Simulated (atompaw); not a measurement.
## Plane-wave convergence, PAW (atompaw) potential for Sc

```json
{
  "Element": "Sc (Z = 21)",
  "Generator": "atompaw 4.2.0.5",
  "Type": "PAW",
  "Functional": "PBE",
  "Relativity": "scalar-relativistic",
  "Frozen core": "[Ne]",
  "Valence charge": "11",
  "Reference configuration": "3s2 3p6 3d1 4s1 4p0 (charge +1)",
  "Partial waves": "3s (bound): rc 1.40 bohr; 4s (bound): rc 1.95 bohr; 3p (bound): rc 1.80 bohr; 4p (bound, empty): rc 3.00 bohr; 3d (bound): rc 3.00 bohr; 3d channel at 3.95 Ry: rc 3.00 bohr",
  "Local potential": "troulliermartins scheme with l = 3 at 0.5 Ry, radius 2.40 bohr",
  "Core correction": "smooth core density matched at 1.60 bohr",
  "Augmentation charge": "gaussian compensation charge, radius 2.55 bohr; PAW radius 3.00 bohr; waves and projectors: modrrkj vanderbiltortho"
}
```

The pseudo-atom Hamiltonian at the reference potential is diagonalised in spherical Bessel functions j_l(qr) that vanish at 20 bohr, with q² up to the cutoff. All-electron valence levels (Ry): 3s -4.5596, 4s -0.7150, 3p -2.9856, 4p -0.4646, 3d -0.7326.

Task: How do the lowest levels (Ry) of each channel move with the cutoff, and are there ghosts?

Result:

```csv
cutoff (Ry),s #1,s #2,p #1,p #2,p #3,d #1,f #1,f #2,Σ f·Δε (mRy)
8,-4.3721,-0.7000,-2.4718,-0.4526,-0.1464,-0.7301,-0.0690,0.0256,3474.8
12,-4.5337,-0.7139,-2.8589,-0.4640,-0.1484,-0.7321,-0.0690,0.0255,813.3
18,-4.5588,-0.7149,-2.9804,-0.4644,-0.1488,-0.7326,-0.0690,0.0255,32.6
30,-4.5594,-0.7150,-2.9848,-0.4645,-0.1493,-0.7326,-0.0690,0.0255,5.0
40,-4.5596,-0.7150,-2.9854,-0.4646,-0.1493,-0.7326,-0.0690,0.0255,0.8
50,-4.5596,-0.7150,-2.9855,-0.4646,-0.1493,-0.7326,-0.0690,0.0255,0.5
400,-4.5596,-0.7150,-2.9855,-0.4646,-0.1493,-0.7326,-0.0690,0.0255,0.0
```

Result: no extra level below or beside the all-electron valence levels (s, p, d, f tested); 10 mRy is reached at 21 Ry and 1 mRy at 40 Ry.
